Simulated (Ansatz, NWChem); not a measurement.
# Ligand exchange: CH5NO + SiH3(InH2) → CH6OSi + InH2(NH2)

Species: CH5NO `CON`, singlet; SiH3(InH2), singlet; CH6OSi `CO[SiH3]`, singlet; InH2(NH2), singlet. The partners trade NH2 for SiH3: O–NH2 and In–SiH3 bonds give way to O–SiH3 and In–NH2.

Shapes, held fixed at every level: PBE0-D4/def2-TZVP. Flexible molecules stand in one conformer, not always the lowest. Programs: Ansatz 0.2.0. Electronic energies: no zero-point or thermal term.

```json
{"level": "HF/def2-TZVPP", "kind": "Hartree–Fock", "ΔE (kJ/mol)": "-308.3", "less CCSD(T)/def2-TZVPP": "-13.5"}
{"level": "PBE-D4/def2-TZVPP", "kind": "GGA", "ΔE (kJ/mol)": "-261.3", "less CCSD(T)/def2-TZVPP": "+33.5"}
{"level": "PBE0-D4/def2-TZVPP", "kind": "global hybrid", "ΔE (kJ/mol)": "-270.9", "less CCSD(T)/def2-TZVPP": "+23.9"}
{"level": "wB97M-V/def2-TZVPP", "kind": "range-separated hybrid", "ΔE (kJ/mol)": "-289.8", "less CCSD(T)/def2-TZVPP": "+5.0"}
{"level": "MP2/def2-TZVPP", "kind": "perturbation theory", "ΔE (kJ/mol)": "-316.2", "less CCSD(T)/def2-TZVPP": "-21.4"}
{"level": "CCSD/def2-TZVPP", "kind": "coupled cluster or CI", "ΔE (kJ/mol)": "-296.6", "less CCSD(T)/def2-TZVPP": "-1.8"}
{"level": "CCSD(T)/def2-TZVPP", "kind": "coupled cluster or CI", "ΔE (kJ/mol)": "-294.8", "less CCSD(T)/def2-TZVPP": "0.0"}
```

The highest level, CCSD(T)/def2-TZVPP, gives ΔE = -294.8 kJ/mol; the levels span -316.2 to -261.3. The column of differences is taken from that level and isn't an error. No measured value is set beside it here. For atoms past krypton def2 sets carry core potentials with scalar relativity. Correlated rows may include outer-core shells of In, which these sets cover unevenly.
